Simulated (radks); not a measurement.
Results of a calculation; reference values are marked as such.
Task: Code: a radial shooting solver on a logarithmic mesh with Libxc functionals. Model: non-relativistic Kohn-Sham, LDA (Slater exchange, Perdew-Wang correlation), spin-polarised, spherical densities, point nucleus; open shells are filled with parallel spins first (spin-orbit coupling, left out, can overturn this in heavy ions). Response by self-consistent Sternheimer equations with the Hartree and adiabatic LDA kernel. For heavy and open-shell atoms this level of theory can miss by tens of per cent. Rank O, Ni, Tc, Zr, In3+, Al+, Ga, Li, Ag, Nb+ (NIST ground configurations) by static dipole polarisability, largest first.

Result: Li 143.7, Zr 119.6, Tc 84.82, Ga 59.33, Ag 53.70, Ni 46.26, Nb+ 26.20, Al+ 23.48, O 5.995, In3+ 3.369 bohr^3.
